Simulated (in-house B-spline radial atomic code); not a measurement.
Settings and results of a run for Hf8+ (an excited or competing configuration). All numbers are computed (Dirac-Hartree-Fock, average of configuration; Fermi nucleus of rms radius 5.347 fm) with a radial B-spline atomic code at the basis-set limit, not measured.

Command:
```bash
python run_scf.py task.json out
```
Settings (nuclear radius in fm, mass in u):
```
Z                72
configuration    [Kr] 4d10 4f13 5s2 5p2 6d1
hamiltonian      dirac
method           hf
spin_polarised   False
nucleus          fermi
rms_radius       5.347
atomic_mass      179.94656
speed_of_light   137.035999084
```

Output (hartree, bohr):
```
 radial grid: 67 intervals, B-splines of order 8, outer radius 22.069 bohr

 iter        energy (Eh)    residual
    1      -15007.521421    1.10e+00
    2      -15035.318437    1.55e+00
    3      -15065.838232    2.95e-01
    4      -15067.043641    1.17e-01
    5      -15067.117132    1.77e-02
    6      -15067.120152    1.19e-02
    7      -15067.122126    6.14e-04
    8      -15067.122137    2.19e-04
    9      -15067.122138    9.63e-06
   10      -15067.122138    2.75e-07

 total energy                    -15067.12214
 kinetic                           16845.6604
 electron-nucleus                 -37205.5736
 electron-electron                  5292.7910

 first-order corrections (not in the total)
   Gaunt                            17.4429
   retardation                      -1.8445
   frequency dependence             -0.2891
   self-energy                      12.6124
   Uehling                          -2.2965
   Wichmann-Kroll                    0.0875
   recoil                            0.0286

 orbital      occ     eigenvalue          <r>       <r^2>       <1/r>       r_max    small
 1s1/2      2.000     -2421.6490    0.0189865  0.00049503     83.7755      0.0119  7.33e-02
 2s1/2      2.000      -423.2896    0.0797123  0.00757362     20.3246      0.0682  1.66e-02
 2p1/2      2.000      -403.6034    0.0661995  0.00544559     20.2485     0.05098  1.66e-02
 2p3/2      4.000      -359.7040    0.0738839  0.00664665     17.2192     0.05757  1.51e-02
 3s1/2      2.000      -102.5668     0.207626   0.0494295     7.47167       0.192  5.44e-03
 3p1/2      2.000       -93.8634     0.197884    0.045629     7.37227      0.1803  5.37e-03
 3p3/2      4.000       -84.3020     0.212064   0.0522048     6.59667      0.1938  4.94e-03
 3d3/2      4.000       -69.7910     0.186337   0.0408073     6.46951      0.1524  4.80e-03
 3d5/2      6.000       -67.7276     0.190729   0.0426234     6.28368      0.1562  4.68e-03
 4s1/2      2.000       -25.8233     0.467979    0.247192     3.10861      0.4378  1.74e-03
 4p1/2      2.000       -22.2024     0.475486    0.257293     2.99301      0.4392  1.65e-03
 4p3/2      4.000       -19.9874     0.506028    0.291146     2.73947       0.467  1.51e-03
 4d3/2      4.000       -14.0439     0.525495    0.319582      2.5253      0.4662  1.32e-03
 4d5/2      6.000       -13.6299     0.536472     0.33285     2.46064      0.4755  1.28e-03
 4f5/2      5.571        -6.2012     0.608382    0.450833     2.03857      0.4498  9.17e-04
 4f7/2      7.429        -6.1293     0.615917    0.461965     2.01294       0.455  8.99e-04
 5s1/2      2.000        -7.3095       1.0675     1.26944     1.25573      0.9899  4.22e-04
 5p1/2      0.667        -6.2489      1.14034     1.45248     1.16405        1.05  3.75e-04
 5p3/2      1.333        -5.8634      1.20499     1.61932     1.08602       1.114  3.41e-04
 6d3/2      0.400        -2.2048      2.80959      8.8094    0.470465       2.808  9.73e-05
 6d5/2      0.600        -2.1857       2.8365     8.97862    0.465623       2.838  9.61e-05
```

Run time, properties included: 1.4 s on 1 thread of Arm Neoverse V2, on a shared host.

For the Dirac Hamiltonian the kinetic term is c α·p + (β - 1)c².
